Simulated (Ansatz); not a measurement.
Gas-phase electronic energies from Ansatz, PBE0-D4/def2-TZVP geometries. CCSD(T)/CBS adds triple-zeta CCSD(T) − MP2 to the extrapolated MP2 energy (def2 sets, frozen cores). DFT in def2-TZVPP. B3LYP here is the variant with VWN-RPA as its local correlation; programs differ in this. For Ge outer-core shells are correlated without core-valence functions, which leaves a few kJ/mol of doubt a bond. Scalar relativity is left out up to krypton. One conformer a species, not always the lowest.

`N=[C](O)[GeH3]` + `BB` → `BBC(=N)O` + GeH₄  (formal exchange of groups at a C–Ge bond)

| species | B3LYP energy (Eh) |
| --- | --- |
| `N=[C](O)[GeH3]` | -2248.19753 |
| `BB` | -52.06515 |
| `BBC(=N)O` | -220.82439 |
| GeH₄ | -2079.44280 |

(1) Work out ΔE.

Largest T1 diagnostic among the species: 0.015.

Results:

(1) ΔE = (-220.82439) + (-2079.44280) − (-2248.19753) − (-52.06515) = -0.00451 Eh = -0.12 eV. CCSD(T)/CBS gives -0.07 eV.

In def2-TZVPP, CCSD(T) changes the Hartree–Fock value by +0.05 eV (the triples alone add +0.00 eV) and MP2 by +0.07 eV.
